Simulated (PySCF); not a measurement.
Compound: C6H3FN2S.
SMILES: `Fc1cccc2nsnc12`

Level of theory: wB97X-D/def2-SVPD in PySCF (dipole) on a GFN2-xTB geometry, gas phase.

Masses are those of the commonest isotopes; rigid-rotor values at the optimised geometry. 

(1) What are A, B and C (MHz)?

(2) Classify the top.

(3) Is it planar, by Δ = Ic − Ia − Ib?

(4) List the rotational levels J(Ka,Kc) to J = 2 (MHz).

(5) Which types of transition are allowed, and where do some lines up to J = 5 fall?

Answers

(1) Ia = 234.38, Ib = 451.45, Ic = 685.83 u·Å²; 505379 MHz·u·Å²/I gives A = 2156, B = 1119, C = 736.9 MHz.

(2) An asymmetric top; Ray's κ = -0.461.

(3) Planar: Δ = Ic − Ia − Ib = 0.00 u·Å². For a rigid frame Δ = −2 Σ m c², so it vanishes when all atoms lie in the ab plane; here none is more than 0.01 Å from it.

(4) Above 0(0,0):
J = 1: 1(0,1) 1856, 1(1,1) 2893, 1(1,0) 3276
J = 2: 2(0,2) 5481, 2(1,2) 6223, 2(1,1) 7371, 2(2,1) 10481, 2(2,0) 10569
The levels of one J sum to (2J + 1)J(J + 1)(A + B + C)/3.

(5) The dipole components are |μa| = 1.05 D, |μb| = 1.90 D, |μc| = 0.00 D; the mirror of this Cs structure is the ab plane, so μc vanishes by symmetry and there are no c-type lines. Intensities carry the squares of the components, which stand as 0.31 : 1.00 (a : b). Some lines, for components of 0.1 D or more:

```json
{"type": "a", "branch": "Q", "J(Ka,Kc)": "5(2,3) ← 5(2,4)", "MHz": "2199", "lower level (cm⁻¹)": "1.084"}
{"type": "a", "branch": "Q", "J(Ka,Kc)": "3(1,2) ← 3(1,3)", "MHz": "2282", "lower level (cm⁻¹)": "0.373"}
{"type": "b", "branch": "Q", "J(Ka,Kc)": "3(1,2) ← 3(0,3)", "MHz": "2725", "lower level (cm⁻¹)": "0.358"}
{"type": "b", "branch": "Q", "J(Ka,Kc)": "2(2,0) ← 2(1,1)", "MHz": "3198", "lower level (cm⁻¹)": "0.246"}
{"type": "a", "branch": "R", "J(Ka,Kc)": "2(1,2) ← 1(1,1)", "MHz": "3330", "lower level (cm⁻¹)": "0.097"}
{"type": "a", "branch": "R", "J(Ka,Kc)": "2(0,2) ← 1(0,1)", "MHz": "3625", "lower level (cm⁻¹)": "0.062"}
{"type": "b", "branch": "Q", "J(Ka,Kc)": "4(1,3) ← 4(0,4)", "MHz": "3963", "lower level (cm⁻¹)": "0.582"}
{"type": "b", "branch": "Q", "J(Ka,Kc)": "3(2,2) ← 3(1,3)", "MHz": "4882", "lower level (cm⁻¹)": "0.373"}
{"type": "b", "branch": "Q", "J(Ka,Kc)": "5(3,2) ← 5(2,3)", "MHz": "4919", "lower level (cm⁻¹)": "1.157"}
{"type": "b", "branch": "R", "J(Ka,Kc)": "4(1,3) ← 3(2,2)", "MHz": "5373", "lower level (cm⁻¹)": "0.535"}
{"type": "a", "branch": "R", "J(Ka,Kc)": "3(2,2) ← 2(2,1)", "MHz": "5569", "lower level (cm⁻¹)": "0.350"}
{"type": "b", "branch": "Q", "J(Ka,Kc)": "3(3,1) ← 3(2,2)", "MHz": "6190", "lower level (cm⁻¹)": "0.535"}
{"type": "a", "branch": "R", "J(Ka,Kc)": "4(0,4) ← 3(0,3)", "MHz": "6734", "lower level (cm⁻¹)": "0.358"}
{"type": "b", "branch": "R", "J(Ka,Kc)": "4(1,4) ← 3(0,3)", "MHz": "6960", "lower level (cm⁻¹)": "0.358"}
{"type": "b", "branch": "R", "J(Ka,Kc)": "5(1,4) ← 4(2,3)", "MHz": "7737", "lower level (cm⁻¹)": "0.781"}
{"type": "b", "branch": "Q", "J(Ka,Kc)": "4(4,0) ← 4(3,1)", "MHz": "8386", "lower level (cm⁻¹)": "0.997"}
{"type": "b", "branch": "Q", "J(Ka,Kc)": "5(4,2) ← 5(3,3)", "MHz": "8475", "lower level (cm⁻¹)": "1.310"}
{"type": "a", "branch": "R", "J(Ka,Kc)": "5(3,3) ← 4(3,2)", "MHz": "9473", "lower level (cm⁻¹)": "0.994"}
{"type": "a", "branch": "R", "J(Ka,Kc)": "5(4,2) ← 4(4,1)", "MHz": "9476", "lower level (cm⁻¹)": "1.277"}
{"type": "a", "branch": "R", "J(Ka,Kc)": "5(3,2) ← 4(3,1)", "MHz": "9715", "lower level (cm⁻¹)": "0.997"}
{"type": "b", "branch": "R", "J(Ka,Kc)": "4(2,3) ← 3(1,2)", "MHz": "9955", "lower level (cm⁻¹)": "0.449"}
{"type": "b", "branch": "Q", "J(Ka,Kc)": "5(5,1) ← 5(4,2)", "MHz": "10873", "lower level (cm⁻¹)": "1.593"}
{"type": "b", "branch": "R", "J(Ka,Kc)": "3(3,1) ← 2(2,0)", "MHz": "11671", "lower level (cm⁻¹)": "0.353"}
{"type": "b", "branch": "R", "J(Ka,Kc)": "3(3,0) ← 2(2,1)", "MHz": "11772", "lower level (cm⁻¹)": "0.350"}
{"type": "b", "branch": "R", "J(Ka,Kc)": "4(3,2) ← 3(2,1)", "MHz": "13347", "lower level (cm⁻¹)": "0.549"}
{"type": "b", "branch": "R", "J(Ka,Kc)": "4(3,1) ← 3(2,2)", "MHz": "13847", "lower level (cm⁻¹)": "0.535"}
{"type": "b", "branch": "R", "J(Ka,Kc)": "5(3,3) ← 4(2,2)", "MHz": "14774", "lower level (cm⁻¹)": "0.818"}
```

No GFN2-xTB frequencies stand behind this structure, so it isn't proved a minimum. No vibrational averaging or centrifugal distortion is included, and the geometry carries the error of its method. Quadrupole hyperfine structure (14N) is left out.
